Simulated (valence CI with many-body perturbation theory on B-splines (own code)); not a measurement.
Level structure of Er³⁷⁺

Level of theory: valence CI with perturbative core correlation (CI+MBPT): three valence electrons over a frozen Dirac-Fock core [Ar] 3d10, a basis of 11 s, 11 p, 10 d, 8 f, 5 g, 2 h functions for each j, with the one-electron correlation potential Σ1 (screened to all orders), the two-electron term Σ2, the three-electron term Σ3, Breit, model QED; selected single and double excitations, second order for the rest, scaled by the run's own slope (own B-spline code, finite nucleus).

No measured spectrum was set against this ion. As an estimate, large intervals hold to a few tenths of a per cent, small ones and those within an open d or f shell to about a per cent.

Levels 181 to 195 of 195, with energies above the lowest level, 4s²4p ²P°_1/2. "Leading %" is the weight of the configuration and term that name the level; weights of strongly mixed levels are sums over their largest components and can fall short. Lifetimes count E1, E2, E3, M1 and M2 decay at the calculated energies, and are blank where another channel may lead or the interval is too uncertain; long ones can be off by a factor of two.

| No. | Configuration | Term | J | E (Ry) | Leading % | g | Lifetime |
| --- | --- | --- | --- | --- | --- | --- | --- |
| 181 | 4p4d² | ²D° | 3/2 | 47.350 | 24 | 0.910 | 1.29 ps |
| 182 | 4s4d4f | ⁴P° | 5/2 | 47.424 | 29 | 1.227 | 1.05 ps |
| 183 | 4s4d4f | ⁴D° | 1/2 | 47.428 | 35 | 0.509 | 1.64 ps |
| 184 | 4s4d4f | ⁴F° | 9/2 | 47.442 | 47 | 1.253 | 1.62 ps |
| 185 | 4p²4f | ²D° | 3/2 | 47.527 | 13 | 0.865 | 1.27 ps |
| 186 | 4s4d4f | ²H° | 9/2 | 47.614 | 61 | 0.969 | 1.39 ps |
| 187 | 4s4d4f | ⁴G° | 5/2 | 47.654 | 14 | 1.026 | 1.23 ps |
| 188 | 4s4d4f | ²H° | 11/2 | 47.656 | 33 | 1.152 | 2.36 ps |
| 189 | 4p4d² | ²P° | 1/2 | 47.666 | 66 | 0.657 | 1.03 ps |
| 190 | 4s4d4f | ⁴G° | 7/2 | 47.709 | 22 | 1.130 | 1.23 ps |
| 191 | 4s4d4f | ²G° | 7/2 | 47.732 | 35 | 0.962 | 1.13 ps |
| 192 | 4s4d4f | ⁴G° | 9/2 | 47.742 | 44 | 1.167 | 1.49 ps |
| 193 | 4s4d4f | ⁴D° | 5/2 | 47.850 | 27 | 1.099 | 1.12 ps |
| 194 | 4s4d4f | ⁴G° | 9/2 | 47.905 | 26 | 1.149 | 1.40 ps |
| 195 | 4s4d4f | ⁴D° | 7/2 | 47.916 | 45 | 1.277 | 1.13 ps |

Names give the largest LS component (configuration and term), which can be under half, so a name can repeat, a term be missing and a line seem to break the LS rules; names also repeat where a configuration has a term twice.

Where two levels of one J and parity lie close, their mixing, g and order are uncertain.
